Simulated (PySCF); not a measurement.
**Ionisation energy of Ti²⁺ by level of theory**

Ti²⁺ [Ar] 3d2 (3F) → Ti³⁺ [Ar] 3d1 (2D), as a difference of total energies. All numbers are calculated (PySCF 2.14, the non-relativistic Hamiltonian (point nucleus), in aug-cc-pVDZ (7s6p4d2f, 59 functions)). Correlated levels: valence: [Ar] frozen. The calculations carry no spin-orbit coupling.

| method | ionisation energy (eV) |
| --- | --- |
| UHF | 27.106 |
| LDA | 28.628 |
| PBE | 28.566 |
| PBE0 | 28.440 |
| r2SCAN | 28.500 |
| BLYP | 28.543 |
| BHandHLYP | 28.295 |
| wB97X-V | 28.218 |
| TPSSh | 28.493 |
| MP2 (valence) | 27.181 |
| SCS-MP2 (valence) | 27.131 |

Question: How much does correlation contribute at MP2 (valence)?

Answer: 27.181 − (27.106) = 0.075 eV, measured against UHF.

These non-relativistic numbers lack the scalar-relativistic shift.

Errors of the correlated levels include the incompleteness of this basis and the frozen core.

For comparison: 27.492 eV (measured; NIST Atomic Spectra Database, ionization energies).
